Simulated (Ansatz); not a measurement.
Rb3Cl4. Charge 0, multiplicity 2. Geometry PBE0-D4/def2-SVP, basis def2-TZVP, Ansatz.

Cartesian coordinates in Å:
```
Rb -0.195 -1.878 -0.489
Rb 2.987 1.166 -0.513
Rb -2.725 1.321 1.173
Cl 2.772 -1.676 -1.296
Cl -0.214 1.654 -0.878
Cl -3.112 -1.516 0.440
Cl 0.487 0.930 1.564
```

```json
{"run": "A", "HOMO (eV)": "-6.07", "LUMO (eV)": "-4.73"}
{"run": "B", "HOMO (eV)": "-5.24", "LUMO (eV)": "-5.16"}
{"run": "C", "HOMO (eV)": "-6.48", "LUMO (eV)": "-4.35"}
{"run": "D", "HOMO (eV)": "-5.48", "LUMO (eV)": "-5.43"}
{"run": "E", "HOMO (eV)": "-5.45", "LUMO (eV)": "-5.14"}
```

In the def2 sets Rb takes a core potential; there is no spin–orbit coupling. HSE06 is defined as in plane-wave codes, on full-range PBE exchange. HOMO above LUMO, or a gap near zero within one spin, warns that the state may not be the lowest or that an electron is smeared out. In the doublet, Cl5 and Cl7 lie 2.64 Å apart (atoms count from 1), so these atoms are partly bonded to each other. Another isomer (doublet) lies 0.03 eV lower at PBE0-D4/def2-TZVP; other spin states weren't run for this one.

HOMO and LUMO are taken over both spins.

Task: The runs used HSE06, LDA (SPW92), PBE, PBE0, r2SCAN. Estimate which is which.

Result: A HSE06 (range-separated); B PBE (0 % exact exchange); C PBE0 (25 % exact exchange); D LDA (SPW92) (0 % exact exchange); E r2SCAN (0 % exact exchange). Exact exchange lowers occupied and raises empty levels; among semilocal functionals meta-GGAs tend to open the gap a little, and such runs are hard to tell apart. The gap grows from 0.06 eV (LDA (SPW92)) to 2.12 eV (PBE0). At PBE-D4/def2-TZVP, LDA (SPW92)/def2-TZVP the gap within one spin of the charge 0 doublet nearly closes, so an electron or hole may be smeared out by delocalisation error.
